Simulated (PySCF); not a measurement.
Boron: a sound run and one with changed settings

Sound run: B²⁺ [He] 2s1, B³⁺ 1s2. Computed with PySCF 2.14 in def2-SVP (3s2p1d, 14 functions), with no relativity, point nucleus. The sound run starts from symmetry-adapted Hartree-Fock orbitals and uses a fine grid where one is needed.

Changed run: radial step 0.3 in ln r (0.13 in the sound run). This setting is unsound on purpose.

| species | method | sound run (hartree) | changed run (hartree) | converged |
| --- | --- | --- | --- | --- |
| B²⁺ | UHF | -23.34714 | -23.34714 | yes |
| B²⁺ | LDA | -23.10799 | -23.10800 | yes |
| B²⁺ | BP86 | -23.39441 | -23.39449 | yes |
| B³⁺ | UHF | -21.97606 | -21.97606 | yes |
| B³⁺ | LDA | -21.73268 | -21.73268 | yes |
| B³⁺ | BP86 | -22.01045 | -22.01046 | yes |

Ionisation energy of B²⁺:

```
method  sound run (eV)  changed run (eV)
   UHF          37.309            37.309
   LDA          37.424            37.424
  BP86          37.659            37.661
```

A coarse radial grid mis-integrates the density and the exchange-correlation energy, with errors of either sign; Hartree-Fock needs no grid.

For comparison, NIST gives 37.931 eV between the lowest levels.
